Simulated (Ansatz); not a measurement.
One change: `C[Si]1(O)C=C1` becomes `C[SiH]1C=C1`.

Ansatz, PBE0-D4/def2-TZVP geometries, multiplicity 1. Each molecule was computed in one conformer, which needn't be the lowest.

```json
{"property": "HOMO energy (ωB97M-V/def2-TZVPP) / eV", "`C[Si]1(O)C=C1`": "-9.22"}
{"property": "LUMO energy (PBE0/def2-TZVPP) / eV", "`C[Si]1(O)C=C1`": "-0.13"}
{"property": "LUMO energy (PBE/def2-TZVPP) / eV", "`C[Si]1(O)C=C1`": "-1.19"}
{"property": "HOMO energy (PBE/def2-TZVPP) / eV", "`C[Si]1(O)C=C1`": "-5.76"}
{"property": "HOMO–LUMO gap (ωB97M-V/def2-TZVPP) / eV", "`C[Si]1(O)C=C1`": "11.24"}
{"property": "size of the dipole moment (ωB97M-V/def2-TZVPP) / D", "`C[Si]1(O)C=C1`": "0.69"}
```

Q: What does the change do to each property? (Best estimate.)

A: The calculation gave: 
```csv
property,`C[SiH]1C=C1`,shift
HOMO energy (ωB97M-V/def2-TZVPP) / eV,-9.37,-0.15
LUMO energy (PBE0/def2-TZVPP) / eV,-0.11,0.02
LUMO energy (PBE/def2-TZVPP) / eV,-1.19,0.00
HOMO energy (PBE/def2-TZVPP) / eV,-6.03,-0.27
HOMO–LUMO gap (ωB97M-V/def2-TZVPP) / eV,11.36,0.12
size of the dipole moment (ωB97M-V/def2-TZVPP) / D,0.68,-0.01
```

The zero-point energy changes by -17.6 kJ/mol with -3 modes. Dipoles are sizes alone; their direction can turn.

Positive LUMOs are unbound, so they and the gaps depend on the basis.
